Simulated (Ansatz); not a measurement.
Ansatz (an electronic-structure program) input (MP2/6-311+G**): The .json file is the Basis Set Exchange's 6-311+G**.

Ansatz 0.2 input:
```yaml
crystal:
  periodic: [false, false, false]
  atoms:
    - {symbol: S, position_ang: [1.27597500, 0.24842000, 0.25976700]}
    - {symbol: S, position_ang: [-0.39355000, -0.60101800, -0.17483600]}
    - {symbol: O, position_ang: [-1.61153500, 0.53086300, -0.17552800]}
    - {symbol: H, position_ang: [-1.22652200, 1.39466200, 0.04533200]}
basis:
  gaussian:
    orbitals: 6-311+G__.json
magnetization: {spin_polarized: true, initial_magnetization: 1}
correlation: {method: mp2, electrons: outside_noble_gas}
```

Output:

```
Functional definition: HF
integrals: 0.05 GiB planned
673 factors; integrals over basis functions are off by at most 1.4e-3 eV
mean field: 0.25 GiB planned
mean field evaluation 1: about -23684.9718 eV, gradient 2.2e1 eV
mean field evaluation 2: about -23684.9891 eV, gradient 2.2e1 eV
mean field evaluation 4: about -23687.2089 eV, gradient 2.5e0 eV
mean field evaluation 8: about -23687.3158 eV, gradient 5.0e-1 eV
mean field evaluation 16: about -23687.3453 eV, gradient 2.8e-6 eV
mean field -23687.34527962 eV, -870.4938831668 hartree, gradient 2.9e-6 eV, S^2 0.764561; 2 other end points of the search recorded, 0 dependent functions left out
11 core orbitals not correlated
reference -23687.34527962 eV, -870.4938831668 hartree; 10, 9 occupied and 69, 70 virtual orbitals, 673 factors
second order -12.37180218 eV of doubles, -0.00000000 eV of singles
Total energy: -23699.71708180 eV, -870.9485385108 hartree
```

The geometry given is a B3LYP-D3(BJ)/def2-TZVP minimum.
